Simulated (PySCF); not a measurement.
**Electronic structure of Si (silicon, neutral) at the UHF level**

Configuration: [Ne] 3s2 3p1 4s1, high-spin 3P determinant (an excited configuration). Calculation: PySCF 2.14, in x2c-QZVPPall with one added diffuse shell each of s, p, d, f type (10s7p5d3f1g, 86 functions); the spin-free X2C one-electron Hamiltonian (Gaussian nucleus).

* Total energy: -289.288570 hartree
* One-electron energy: -399.1121 hartree
* Hartree (Coulomb) energy: 130.0455 hartree
* Exchange energy: -20.2220 hartree
* ⟨S²⟩: 2.0161
* ⟨L²⟩: 2.070
* Sum of ⟨r⟩: 17.49 bohr
* Sum of ⟨r²⟩: 62.91 bohr²
* Traceless quadrupole moment −½Σ⟨3z² − r²⟩ along its main axis: -1.19 e·bohr²
* Langevin diamagnetic susceptibility: -49.8 ×10⁻⁶ cm³/mol

```
shell  electrons  mean orbital energy (hartree)  spread (hartree)  rms radius, mean of both spins (bohr)
 1s α          1                      -69.16051                 0                                  0.129
 1s β          1                      -69.15252                 0                                  0.129
 2s α          1                       -6.36317                 0                                  0.612
 2s β          1                       -6.35342                 0                                  0.612
 2p α          3                       -4.43421           0.01327                                  0.599
 2p β          3                       -4.42008           0.01609                                  0.599
 3s α          1                       -0.71897                 0                                   2.25
 3s β          1                       -0.62340                 0                                   2.25
 3p α          1                       -0.42420                 0                                   2.73
 4s α          1                       -0.10599                 0                                   6.52
```

The outer electron is Rydberg-like, and this basis confines it to a smaller radius and binds it less than a complete one would.

Densities and radii are taken from the X2C orbitals without a picture-change correction, which distorts them close to the nucleus.

Spin-orbit constants ζ (cm⁻¹) from the X2C one-electron operator on these orbitals: bare nucleus, nucleus screened by l(l+1)(2l+1)/3 electrons, and screened by the Breit-Pauli mean field of the electrons.

```json
{"shell": "2p", "bare": "3905", "screened nucleus": "3347", "mean field": "3098"}
{"shell": "3p", "bare": "208.1", "screened nucleus": "178.4", "mean field": "162.0"}
```

To first order the Landé constant is A = 80.98 cm⁻¹, so the lowest level has J = 0 and lies 0.0201 eV below the centre of the term. This holds in LS coupling only.
